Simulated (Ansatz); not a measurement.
Ga(H2S)F3 (GaH2SF3), 7 atoms. Hardware: 4 threads of Arm Neoverse V2 on a shared host.

Correlated methods freeze 17 core orbitals; core or outer-core shells of Ga are correlated, in sets that lack core-valence functions.

**Question.** How many basis functions does each of these Ansatz runs have, and roughly what does it cost? r2SCAN-D4/def2-TZVP, charge 0 triplet at the geometry of the charge 0 singlet, energy, from earlier orbitals; r2SCAN-D4/def2-TZVPD, charge -1 doublet at the geometry of the charge 0 singlet, energy, from earlier orbitals; PBE-D4/def2-TZVPD, charge -1 doublet at the geometry of the charge 0 singlet, energy, from earlier orbitals; PBE-QIDH/def2-TZVP, charge 0 singlet, energy, from earlier orbitals; PBE0-D4/def2-SVP, charge 0 singlet, energy, from earlier orbitals; PBE-D4/def2-TZVP, charge 0 triplet at the geometry of the charge 0 singlet, energy, from earlier orbitals; PBE0-D4/def2-TZVPD, charge -1 doublet at the geometry of the charge 0 singlet, energy, from earlier orbitals; PBE-D4/def2-SVP, charge 0 singlet, relaxation, 7 steps; PBE-D4/def2-TZVP, charge 0 singlet, energy, from earlier orbitals; PBE0-D4/def2-SVP, charge 1 doublet at the geometry of the charge 0 singlet, energy with a search over starts; HF/STO-3G, charge 0 singlet, energy; CAM-B3LYP-D4/def2-TZVP, charge 0 singlet, energy, from earlier orbitals.

**Answer.** Other jobs shared the machine, so times can vary by a factor of up to 3. A dash marks memory too small to be measured apart from the calling script's.

| run | functions | fitting or Cholesky vectors | wall time | peak host memory (GiB) |
| --- | --- | --- | --- | --- |
| HF/STO-3G, charge 0 singlet, energy | 44 | 525 | 0.15 s | – |
| PBE0-D4/def2-SVP, charge 0 singlet, energy, from earlier orbitals | 102 | 961 | 1.1 s | – |
| PBE-D4/def2-TZVP, charge 0 singlet, energy, from earlier orbitals | 190 | 1185 | 1.5 s | – |
| CAM-B3LYP-D4/def2-TZVP, charge 0 singlet, energy, from earlier orbitals | 190 | 1230 | 2.4 s | – |
| PBE-D4/def2-TZVP, charge 0 triplet at the geometry of the charge 0 singlet, energy, from earlier orbitals | 190 | 1185 | 3.6 s | – |
| PBE-QIDH/def2-TZVP, charge 0 singlet, energy, from earlier orbitals | 190 | 1268 | 3.9 s | – |
| PBE-D4/def2-TZVPD, charge -1 doublet at the geometry of the charge 0 singlet, energy, from earlier orbitals | 238 | 1362 | 6 s | – |
| PBE0-D4/def2-SVP, charge 1 doublet at the geometry of the charge 0 singlet, energy with a search over starts | 102 | 961 | 7 s | – |
| PBE-D4/def2-SVP, charge 0 singlet, relaxation, 7 steps | 102 | 1120 | 7.5 s | – |
| PBE0-D4/def2-TZVPD, charge -1 doublet at the geometry of the charge 0 singlet, energy, from earlier orbitals | 238 | 1432 | 12 s | 1 |
| r2SCAN-D4/def2-TZVP, charge 0 triplet at the geometry of the charge 0 singlet, energy, from earlier orbitals | 190 | 1185 | 19 s | – |
| r2SCAN-D4/def2-TZVPD, charge -1 doublet at the geometry of the charge 0 singlet, energy, from earlier orbitals | 238 | 1362 | 26 s | 0.83 |
